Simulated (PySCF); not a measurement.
# One molecule, several mistakes: BClH4Si

All numbers below are calculated, not measured. The program is PySCF 2.14.0, an open-source quantum chemistry code, run on an isolated molecule that a program drew, which may never have been made. The molecule is BClH4Si (charge 0, singlet), drawn as the SMILES string `B[SiH2]Cl`.

Each row is a Hartree-Fock (HF) and frozen-core CCSD(T) single point in the cc-pV(D+d)Z basis, meant for a local HF minimum. Run 1 is clean. Each other run has one planted mistake out of seven kinds, and not every kind appears here: one electron removed, one electron added, multiplicity raised by two, geometry at a saddle point, minimal basis STO-3G, one bond length entered in bohr, all coordinates scaled. The reference is restricted for singlets and unrestricted otherwise, and also for a bond in bohr. Adding or removing an electron swaps singlet and doublet. Electrons count all cores. HOMO and LUMO are orbital energies over both spins, the gradient is its largest component, and the lowest frequency (negative if imaginary) is given only where the gradient is small. Bond lengths are over the 6 bonds as drawn. T1 is the CCSD diagnostic: over 0.02 (restricted) or 0.045 (unrestricted) a single reference is doubtful.

Geometry of the clean run:
```xyz
7
BClH4Si, angstrom
B    -1.1027    0.7896   -0.3726
Si    0.0169    0.8633   -2.0708
Cl   -0.0750   -1.0895   -2.8192
H    -0.6067    0.4891    0.6759
H    -2.2834    0.9897   -0.4075
H    -0.5155    1.7581   -3.1175
H     1.4419    1.1815   -1.8521
```

```
run  electrons  basis functions  <S^2>  HOMO (eV)  LUMO (eV)  gradient (hartree/bohr)  lowest frequency (cm^-1)  mean bond (Å)  longest bond (Å)      T1  HF (hartree)  CCSD(T) (hartree)                          mistake
  1         40               80  0.000     -11.24       0.90                  4.2e-05                        40         1.5796             2.093  0.0099    -775.46859         -775.84386                         no fault
  2         40               80  2.012      -8.07      -1.93                  4.9e-02                         -         1.5796             2.093  0.0208    -775.34723         -775.71998       multiplicity raised by two
  3         40               80  0.665      -9.93       0.47                  2.1e-02                         -         1.7573             2.264  0.0642    -775.34854         -775.72421  one bond length entered in bohr
  4         39               80  0.771     -17.81      -9.12                  8.9e-02                         -         1.5796             2.093  0.0389    -775.09330         -775.45866             one electron removed
  5         41               80  0.760      -0.96       8.01                  5.5e-02                         -         1.5796             2.093  0.0114    -775.46721         -775.86209               one electron added
  6         40               27  0.000      -9.40       5.30                  2.6e-02                         -         1.5796             2.093  0.0060    -766.90752         -767.01355                                ?
```

**Which mistake was planted in run 6, and what did it cost?**

It has 27 basis functions where the clean run has 80, with the same electrons and geometry. So the mistake is: minimal basis STO-3G. Subtracting run 1 and multiplying by 627.51 kcal/mol a hartree, the energy moved by 5372.2 kcal/mol in HF and 5541.1 kcal/mol in CCSD(T).

Cautions from the logs. Run 3: T1 is over the limit, so its CCSD(T) energy is less reliable.
